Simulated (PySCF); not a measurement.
## Excitation energy of Cu²⁺ by level of theory

Cu²⁺ [Ar] 3d9 (2D) → Cu²⁺ [Ar] 3d8 4p1 (high-spin determinant), as a difference of total energies. Computed with PySCF 2.14 in aug-cc-pVDZ-PP with ECP10MDF, with a scalar-relativistic core potential. Correlated levels: valence: 3s2 3p6 frozen. The calculations carry no spin-orbit coupling.

| method | excitation energy (eV) |
| --- | --- |
| UHF | 12.990 |
| MP2 (valence) | 15.064 |
| SCS-MP2 (valence) | 14.958 |
| CCSD (valence) | 14.597 |
| CCSD(T) (valence) | 14.646 |

How much does correlation contribute at CCSD(T) (valence)?

14.646 − (12.990) = 1.656 eV, measured against UHF.

The determinant of the upper state mixes LS terms, which raises its energy above the lowest term, most at the Hartree-Fock and MP2 levels.
